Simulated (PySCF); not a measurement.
C$_{2}$H$_{6}$Si (SMILES C=C[SiH3]), singlet, geometry from GFN2-xTB. Base run: B3LYP/6-31G, TDA (PySCF).

Here is a job for PySCF.
```python
from pyscf import gto, scf, dft, tdscf

mol = gto.M(
    atom='''
Si    1.01182650   -0.37566295   -0.19323800
C    -0.61046738    0.57665313   -0.19093976
C    -1.65073301    0.30869535    0.58226653
H     1.25066857   -0.90292995   -1.54015823
H     0.94165084   -1.47464981    0.77008596
H     2.09999469    0.53849574    0.16679352
H    -0.68971349    1.41000921   -0.88067137
H    -2.56570804    0.88227645    0.55246196
H    -1.63526118   -0.50601131    1.28885952
''',
    basis='6-31g',
    verbose=4,
)

mf = dft.RKS(mol)
mf.xc = 'b3lyp'
mf.kernel()
td = mf.TDA()
td.nstates = 5
td.kernel()
td.analyze()
```

The base run was repeated with changes; each row names its change, and settings that it needs were set with it.

```tsv
change	first excitation (eV)	oscillator strength of the first	second (eV)	core-seconds (rough)
base	7.22	0.004	7.68	10
nstates = 15	7.22	0.004	7.68	20
nstates = 10	7.22	0.004	7.68	20
nstates = 2	7.22	0.004	7.68	10
response = full linear response	7.20	0.003	7.67	30
functional = bhandhlyp	?	0.004	?	20
functional = pbe	?	0.003	?	10
functional = hf	?	?	?	0.9
states = triplets	4.52	-	6.68	20
functional = pbe0	7.26	0.004	7.88	10
```

**Question.** Some entries are withheld; supply them.

**Answer.** 
- functional = bhandhlyp, first excitation (eV): 7.57
- functional = bhandhlyp, second (eV): 8.20
- functional = pbe, first excitation (eV): 6.95
- functional = pbe, second (eV): 7.35
- functional = hf, first excitation (eV): 8.11
- functional = hf, oscillator strength of the first: 0.005
- functional = hf, second (eV): 8.33

An iterative solver can miss low states, so a row lists the states that it found.
